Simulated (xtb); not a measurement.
Au$_{2}$ (SMILES [Au][Au]), singlet, from a rough starting geometry (GFN-xTB shapes and energies of metal compounds can be far from the true ones); GFN2-xTB in xtb.

The xtb input:
```
$ xtb mol.xyz --gfn 2 --opt vtight --json

# file mol.xyz
2

Au     0.05737116    -0.03350242    -1.27675722
Au    -0.08331707     0.03689038     1.26034421
```

Q: Write the output that xtb gives for this input, abridged.

A: 
```
   ID    Z sym.   atoms
    1   79 Au     1, 2

           -------------------------------------------------
          |                Calculation Setup                |
           -------------------------------------------------

           -------------------------------------------------
          |                 G F N 2 - x T B                 |
           -------------------------------------------------

          ...................................................
          :                      SETUP                      :
          :.................................................:
          :  # basis functions                  20          :
          :  # atomic orbitals                  18          :
          :  # shells                            6          :
          :  # electrons                        22          :
          :  max. iterations                   250          :
          :  Hamiltonian                  GFN2-xTB          :
          :  restarted?                      false          :
          :  GBSA solvation                  false          :
          :  PC potential                    false          :
          :  electronic temp.          300.0000000     K    :
          :  accuracy                    1.0000000          :
          :  -> integral cutoff          0.2500000E+02      :
          :  -> integral neglect         0.1000000E-07      :
          :  -> SCF convergence          0.1000000E-05 Eh   :
          :  -> wf. convergence          0.1000000E-03 e    :
          :  Broyden damping             0.4000000          :
          :  net charge                          0          :
          :  unpaired electrons                  0          :
          ...................................................

 iter      E             dE          RMSdq      gap      omega  full diag
   1     -7.7479160 -0.774792E+01  0.750E+00    3.57       0.0  T
   2     -7.7483171 -0.401137E-03  0.412E+00    3.48       1.0  T
   3     -7.7484505 -0.133372E-03  0.440E-01    3.38       1.0  T
   4     -7.7484518 -0.134062E-05  0.855E-03    3.39       8.3  T
   5     -7.7484518 -0.104822E-08  0.181E-03    3.39      39.0  T
   6     -7.7484518 -0.118572E-11  0.151E-05    3.39    4691.3  T
   7     -7.7484518 -0.133227E-13  0.121E-06    3.39   58485.5  T

   *** convergence criteria satisfied after 7 iterations ***

         :::::::::::::::::::::::::::::::::::::::::::::::::::::
         ::                     SUMMARY                     ::
         :::::::::::::::::::::::::::::::::::::::::::::::::::::
         :: total energy              -7.745628286846 Eh    ::
         :: gradient norm              0.014445811645 Eh/a0 ::
         :: HOMO-LUMO gap              3.385265366679 eV    ::
         ::.................................................::
         :: SCC energy                -7.748451830168 Eh    ::
         :: -> isotropic ES           -0.000005062923 Eh    ::
         :: -> anisotropic ES          0.000376649819 Eh    ::
         :: -> anisotropic XC          0.001203881898 Eh    ::
         :: -> dispersion             -0.000964814256 Eh    ::
         :: repulsion energy           0.002823543321 Eh    ::
         :: add. restraining           0.000000000000 Eh    ::
         :: total charge              -0.000000000000 e     ::
         :::::::::::::::::::::::::::::::::::::::::::::::::::::

      -----------------------------------------------------------
     |                   =====================                   |
     |                        A N C O P T                        |
     |                   =====================                   |
     |               Approximate Normal Coordinate               |
     |                Rational Function Optimizer                |
      -----------------------------------------------------------
      -----------------------------------------------------------
     |                   =====================                   |
[...]
 * total energy  :    -7.7456283 Eh     change        0.1776357E-14 Eh
 * total energy  :    -7.7261115 Eh     change        0.1951683E-01 Eh
 * total energy  :    -7.7460676 Eh     change       -0.1995618E-01 Eh
 * total energy  :    -7.7460763 Eh     change       -0.8679606E-05 Eh
 * total energy  :    -7.7460777 Eh     change       -0.1376473E-05 Eh
 * total energy  :    -7.7460781 Eh     change       -0.4055081E-06 Eh
 * total energy  :    -7.7460781 Eh     change       -0.1457590E-10 Eh
   *** GEOMETRY OPTIMIZATION CONVERGED AFTER 7 ITERATIONS ***
         :: total energy              -7.746078093433 Eh    ::
[...]
         :: -> anisotropic XC          0.001162502734 Eh    ::
         :: -> dispersion             -0.000965236191 Eh    ::
         :: repulsion energy           0.003714627509 Eh    ::
         :: add. restraining           0.000000000000 Eh    ::
         :: total charge               0.000000000000 e     ::
         :::::::::::::::::::::::::::::::::::::::::::::::::::::

           -------------------------------------------------
          |                Property Printout                |
           -------------------------------------------------

    * Orbital Energies and Occupations

         #    Occupation            Energy/Eh            Energy/eV
      -------------------------------------------------------------
         1        2.0000           -0.3870542             -10.5323
         2        2.0000           -0.3618882              -9.8475
         3        2.0000           -0.3618882              -9.8475
         4        2.0000           -0.3501520              -9.5281
         5        2.0000           -0.3501520              -9.5281
         6        2.0000           -0.3482423              -9.4762
         7        2.0000           -0.3469444              -9.4408
         8        2.0000           -0.3469444              -9.4408
         9        2.0000           -0.3348356              -9.1113
        10        2.0000           -0.3348356              -9.1113
        11        2.0000           -0.3207835              -8.7290 (HOMO)
        12                         -0.1969709              -5.3598 (LUMO)
        13                          0.0100122               0.2724
        14                          0.0100122               0.2724
        15                          0.0505652               1.3759
        16                          0.0505652               1.3759
        17                          0.0938687               2.5543
        18                          0.8993811              24.4734
      -------------------------------------------------------------
                  HL-Gap            0.1238126 Eh            3.3691 eV
             Fermi-level           -0.2588772 Eh           -7.0444 eV

     #   Z          covCN         q      C6AA      α(0)
     1  79 Au       0.947    -0.000   295.516    32.940
     2  79 Au       0.947     0.000   295.516    32.940

 Mol. C6AA /au·bohr⁶  :       1182.065329
 Mol. C8AA /au·bohr⁸  :     115483.487746
 Mol. α(0) /au        :         65.880761

Wiberg/Mayer (AO) data.
largest (>0.10) Wiberg bond orders for each atom

 ---------------------------------------------------------------------------
     #   Z sym  total        # sym  WBO       # sym  WBO       # sym  WBO
 ---------------------------------------------------------------------------
     1  79 Au   1.013 --     2 Au   1.013
     2  79 Au   1.013 --     1 Au   1.013
 ---------------------------------------------------------------------------

Topologies differ in total number of bonds
Writing topology from bond orders to xtbtopo.mol

molecular dipole:
                 x           y           z       tot (Debye)
 q only:       -0.000       0.000       0.000
   full:        0.000      -0.000       0.000       0.000
molecular quadrupole (traceless):
                xx          xy          yy          xz          yz          zz
 q only:       -0.000      -0.000      -0.000      -0.000       0.000       0.000
  q+dip:       -1.866      -0.009      -1.879      -0.312       0.156       3.745
   full:       -1.483      -0.007      -1.494      -0.248       0.124       2.977

optimized geometry written to: xtbopt.xyz

           -------------------------------------------------
          | TOTAL ENERGY               -7.746078093433 Eh   |
          | GRADIENT NORM               0.000000007631 Eh/α |
          | HOMO-LUMO GAP               3.369112113043 eV   |
           -------------------------------------------------

normal termination of xtb
```
